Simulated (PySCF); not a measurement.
SMILES Cl[SiH]([GeH3])Cl at its PBE0/def2-SVP optimised geometry (Å):

```
8

Si     0.5220    -1.4664     0.0000
Cl    -0.0996    -2.4897    -1.6872
Cl    -0.0995    -2.4914     1.6861
Ge    -0.4828     0.6870     0.0000
H      2.0095    -1.4664     0.0000
H     -0.0583     1.4613     1.2598
H     -0.0452     1.4664    -1.2521
H     -2.0095     0.5135    -0.0084
```

Level of theory: PBE0/def2-TZVP (PySCF 2.14.0).

Map of the deformation density (molecule minus spherical neutral atoms) (e/bohr³) on the plane z = 1.0 Å:

```
|.............................|
|.............................|
|.............................|
|.............................|
|.............................|
|.............................|
|.............................|
|.............................|
|............:::..............|
|............-*#-.............|
|...........:=@@=:............|
|............-**-.............|
|.............--:.............|
|...........  ................|
|..........   ................|
|..........   ....  ..........|
|................   ..........|
|...............    ..........|
|................   ..........|
|.............:--.  ..........|
|............:-++-............|
|............::=+-............|
|............:::-:............|
|............:::::............|
|..............:..............|
|.............................|
|.............................|
|.............................|
|.............................|
```
Scale: ten equal steps from -0.011 (start of ' ') to 0.057 (end of '@'), in the order ' .:-=+*#%@'; x runs from -4.50 to 4.50, y from -4.50 (bottom) to 4.50 (top).
